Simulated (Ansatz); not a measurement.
Reactions of CH$_{6}$O$_{2}$Si$_{2}$ (`O[SiH2][SiH]1CO1`).

Isolated molecules relaxed with PBE0-D4/def2-TZVP in Ansatz; ΔE leaves out vibrations. CCSD(T)/CBS adds triple-zeta CCSD(T) − MP2 to the extrapolated MP2 energy (def2 sets, frozen cores). Functionals use def2-TZVPP. def2 core potentials past Kr. For W outer-core shells are correlated without core-valence functions, which leaves a few kJ/mol of doubt a bond. Each species was taken in one conformer, which may not be the lowest.

```
                                                                                        reaction  PBE0-D4 (eV)  MP2/CBS(def2) (eV)  PBE-D4 (eV)  CCSD(T)/CBS(def2) (eV)
                   `O[SiH2][SiH]1CO1` + `C[SiH2]S[SiH3]` → `[SiH3]S[SiH]1CO1` + `C[SiH2][SiH2]O`          0.03                0.04         0.04                    0.03
                                                         `O[SiH2][SiH]1CO1` → `O=C[SiH2]O[SiH3]`         -0.64               -0.83        -0.56                   -0.88
                                 `O[SiH2][SiH]1CO1` + `[SiH3]S` → `[SiH3]S[SiH]1CO1` + `O[SiH3]`         -0.68               -0.90        -0.62                   -0.78
`O[SiH2][SiH]1CO1` + `[OH][W](=[S])(=[S])[Cl]` → `Cl[SiH2][SiH]1CO1` + `[OH][W]([OH])(=[S])=[S]`          0.18                0.41         0.17                    0.23
           `O[SiH2][SiH]1CO1` + `O[SiH](O)S[SiH2]Cl` → `Cl[SiH2][SiH]1CO1` + `O[SiH2]S[SiH](O)O`         -0.14               -0.14        -0.13                   -0.14
                 `O[SiH2][SiH]1CO1` + `[SiH3]N[SiH2]Cl` → `O[SiH2]N[SiH3]` + `Cl[SiH2][SiH]1CO1`         -0.04               -0.05        -0.02                   -0.06
```

Largest T1 diagnostic: 0.023, for `[OH][W]([OH])(=[S])=[S]`.
